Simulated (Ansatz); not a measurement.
B8P7H24⁻, a nanocrystal cut from zinc blende BP (hydrogen-capped), relaxed as a singlet with RKS r2SCAN-D4/def2-SVP in Ansatz, starting from the GFN2-xTB geometry. Force threshold 0.03 eV/Å.

Start:

```xyz
39

B    -0.650    2.851    2.253
B    -2.005   -3.085   -0.307
B    -1.207   -0.215    1.136
B     1.709    0.599    1.963
B     1.033   -2.366    0.685
B     1.233    0.199   -1.113
B     1.739    3.257    0.051
B     0.385   -2.680   -2.509
P    -1.716    1.641    1.207
P     1.191    2.466    1.745
P    -2.369   -1.218   -0.027
P    -0.097   -3.172   -0.686
P     1.000    2.102   -1.296
P     0.347   -0.759   -2.530
P     0.692   -0.446    0.668
H    -0.969    3.978    2.016
H    -0.829    2.534    3.394
H    -2.675   -3.496   -1.207
H    -2.234   -3.618    0.741
H    -1.352   -0.658    2.242
H     1.423    0.241    3.070
H     2.879    0.488    1.728
H     0.727   -2.812    1.754
H     2.182   -2.566    0.411
H     2.407   -0.022   -1.225
H     1.322    4.367   -0.097
H     2.928    3.173   -0.069
H    -0.381   -3.108   -3.321
H     1.524   -2.982   -2.722
H    -3.069    1.713    1.577
H    -1.965    2.110   -0.088
H     1.929    3.208    2.682
H    -3.693   -1.020    0.395
H    -2.562   -0.512   -1.220
H     0.156   -4.554   -0.666
H    -0.341    2.385   -1.583
H     1.434    2.479   -2.576
H    -0.939   -0.239   -2.718
H     0.812   -0.259   -3.757
```

```
step  energy (eV)  largest force component (eV/Å)  SCF passes
   1  -70798.6163                           0.442          18
   2  -70798.8650                           0.405          19
   3  -70798.9197                           0.134          20
   4  -70798.9246                           0.018          19
```

Force components are those of the run's own axes.

End:

```xyz
39

B    -0.646    2.868    2.279
B    -2.011   -3.114   -0.302
B    -1.246   -0.194    1.109
B     1.706    0.601    1.960
B     1.029   -2.365    0.681
B     1.204    0.221   -1.150
B     1.760    3.276    0.060
B     0.396   -2.707   -2.520
P    -1.780    1.669    1.244
P     1.213    2.493    1.774
P    -2.443   -1.237   -0.010
P    -0.090   -3.217   -0.689
P     1.034    2.146   -1.351
P     0.372   -0.761   -2.605
P     0.661   -0.426    0.638
H    -0.979    4.021    2.055
H    -0.818    2.511    3.436
H    -2.706   -3.544   -1.210
H    -2.222   -3.637    0.783
H    -1.356   -0.654    2.233
H     1.390    0.212    3.075
H     2.890    0.467    1.691
H     0.706   -2.786    1.782
H     2.206   -2.531    0.399
H     2.398   -0.018   -1.227
H     1.353    4.416   -0.097
H     2.971    3.154   -0.059
H    -0.372   -3.149   -3.360
H     1.569   -2.995   -2.710
H    -3.120    1.729    1.726
H    -2.033    2.175   -0.064
H     1.966    3.234    2.726
H    -3.769   -1.116    0.497
H    -2.652   -0.543   -1.237
H     0.174   -4.614   -0.658
H    -0.325    2.463   -1.639
H     1.582    2.526   -2.610
H    -0.944   -0.255   -2.813
H     0.934   -0.320   -3.837
```

By distances, no bond broke or formed. The bond that changes most is B8–P14, from 1.92 to 1.95 Å (atoms count from 1).

No frequencies were taken in this run, so the end may be a saddle point.

It took 30 s on 2 threads of AMD EPYC 7R13 on a shared host and a share (18 GiB) of an NVIDIA H100 80GB HBM3, peak host memory 1.1 GiB.
